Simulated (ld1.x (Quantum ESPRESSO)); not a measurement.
# Configuration tests for La (Z = 57) (ultrasoft)

```
Element                 : La (Z = 57)
Generator               : ld1.x (Quantum ESPRESSO) 7.5
Type                    : ultrasoft
Functional              : PBEsol
Relativity              : scalar-relativistic
Frozen core             : [Kr] 4d10 5s2
Valence charge          : 9
Reference configuration : 4f0 5p6 5d0 6s0 6p0 (charge +3)
Partial waves           : 6s (bound, empty): rcut 2.55, rcutus 3.55 bohr; 6s channel at -0.55 Ry: rcut 2.55, rcutus 3.55 bohr; 5p (bound): rcut 2.65, rcutus 3.20 bohr; 6p (bound, empty): rcut 2.65, rcutus 3.20 bohr; 5d (bound, empty): rcut 2.50, rcutus 3.40 bohr; 5d channel at 1.05 Ry: rcut 2.50, rcutus 3.40 bohr; 4f (bound, empty): rcut 1.75, rcutus 2.10 bohr; 4f channel at -1.4 Ry: rcut 1.75, rcutus 2.10 bohr
Local potential         : all-electron potential smoothed inside 1.80 bohr (lloc = -2)
Core correction         : none
Augmentation charge     : built from norm-conserving waves at rcut, not smoothed further
```

Energies are relative to the spin-unpolarised reference configuration 4f0 5p6 5d0 6s0 6p0; without spin polarisation the order of configurations can differ from experiment. Not all tests gave a result: test run stopped at test 5 of 7 (negative rho).

Q: Give the all-electron excitation energy and the error of the potential for: 4f0 5p6 5d1 6s2 6p0; 4f0 5p6 5d1 6s1 6p0; 4f0 5p6 5d1 6s0 6p0; 4f0 5p6 5d1.5 6s1.5 6p0.

A:

```
  valence configuration  charge  ΔE all-electron (eV)  error AE − PS (meV)
    4f0 5p6 5d1 6s2 6p0       0               -35.754                 -109
    4f0 5p6 5d1 6s1 6p0      +1               -29.755                 -140
    4f0 5p6 5d1 6s0 6p0      +2               -18.908                 -126
4f0 5p6 5d1.5 6s1.5 6p0       0               -35.400                 -254
```

A Bessel basis up to 400 Ry misses an occupied level by 0.82 Ry, so cutoffs and ghosts were not judged.
